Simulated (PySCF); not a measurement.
Species: Sn(SiH3)Me3, C₃H₁₂SiSn.
Bonds: Sn1–Si2, Sn1–C6, Sn1–C10, Sn1–C14. Hydrogens: H3, H4, H5 on Si2; H7, H8, H9 on C6; H11, H12, H13 on C10; H15, H16, H17 on C14.

Method: PySCF, PBE0-D3(BJ)/def2-SVP geometry optimisation, gas phase, def2 core potentials past Kr; density fitting, grid level 1; the optimiser is geomeTRIC in internal coordinates, started from a GFN2-xTB structure with every atom displaced at random (about 0.03 Å).

Step 0: E = -17003.5716 eV
```
atom  x, y, z in Å  |  force x, y, z in eV/Å
Sn1     0.0603   -0.0774    0.0097   -1.474   1.113  -1.152
Si2    -0.0144   -0.0330    2.5461    0.600  -0.867  -0.657
H3      0.7267    1.0908    3.0436    0.633   1.008   0.426
H4      0.6810   -1.2573    3.0384   -0.119  -0.135   0.182
H5     -1.3689    0.0732    3.0304   -0.980  -0.077   0.362
C6      2.0138    0.0229   -0.8732    0.902  -0.478   1.197
H7      2.0035   -0.0891   -1.9442   -0.226   0.179  -0.830
H8      2.6601   -0.8022   -0.5003   -0.305   0.158  -0.006
H9      2.5394    0.9466   -0.5718   -0.252   0.005  -0.219
C10    -1.0230    1.7550   -0.8170   -1.020  -0.629   0.800
H11    -0.9180    1.7772   -1.8975    0.333  -0.120  -0.570
H12    -0.5868    2.6823   -0.4199   -0.048   0.019   0.098
H13    -2.1612    1.7708   -0.6577    1.469  -0.169   0.200
C14    -1.0640   -1.7417   -0.8537    2.179   0.717  -1.034
H15    -2.0323   -1.8878   -0.4806   -1.830  -0.034   0.741
H16    -0.4686   -2.6178   -0.6343    0.238  -0.701   0.046
H17    -1.0760   -1.6132   -1.9578   -0.100   0.010   0.417
```

Q: Estimate the geometry and energy of step 1. (The exact step hangs on the optimiser's Hessian estimate; all steps are aligned on step 0, rigid shifts and turns removed.)

A: E = -17003.9212 eV, largest force 0.621 eV/Å
```
atom  x, y, z in Å  |  force x, y, z in eV/Å
Sn1     0.0265   -0.0405   -0.0366   -0.108  -0.136   0.050
Si2    -0.0273   -0.0108    2.5375    0.236  -0.026  -0.127
H3      0.7335    1.1697    3.0641   -0.059  -0.020   0.001
H4      0.6396   -1.2439    3.0671   -0.101   0.012   0.091
H5     -1.4369    0.0712    3.0335    0.024  -0.049   0.028
C6      1.9966    0.0391   -0.8947    0.368  -0.312   0.252
H7      1.9548   -0.0488   -1.9902   -0.091   0.097   0.006
H8      2.6227   -0.7865   -0.5167   -0.067   0.034  -0.040
H9      2.4973    0.9761   -0.6125   -0.055   0.070  -0.090
C10    -0.9697    1.6748   -0.7863   -0.221   0.488  -0.313
H11    -0.8484    1.6923   -1.8827    0.039   0.055   0.073
H12    -0.5405    2.5975   -0.3686   -0.050   0.021  -0.046
H13    -2.0479    1.6548   -0.5786   -0.029   0.000   0.107
C14    -1.0387   -1.7140   -0.8744    0.387  -0.261   0.087
H15    -2.0536   -1.8237   -0.4697    0.000   0.048  -0.011
H16    -0.4615   -2.6297   -0.6669   -0.164  -0.030  -0.026
H17    -1.0751   -1.5780   -1.9639   -0.109   0.009  -0.042
```

The energy changes by -0.3496 eV. The first-order estimate −F·Δx gives -0.7289 eV and the mean of the old and new forces, exact on a quadratic surface, -0.3354 eV. The step makes an angle of 65° with the force vector and moves no atom by more than 0.180 Å.

The cost below is that of the whole optimisation. Time: 89 s; peak memory 0.57 GiB. Hardware: an Arm Neoverse V1 with one thread (shared host).
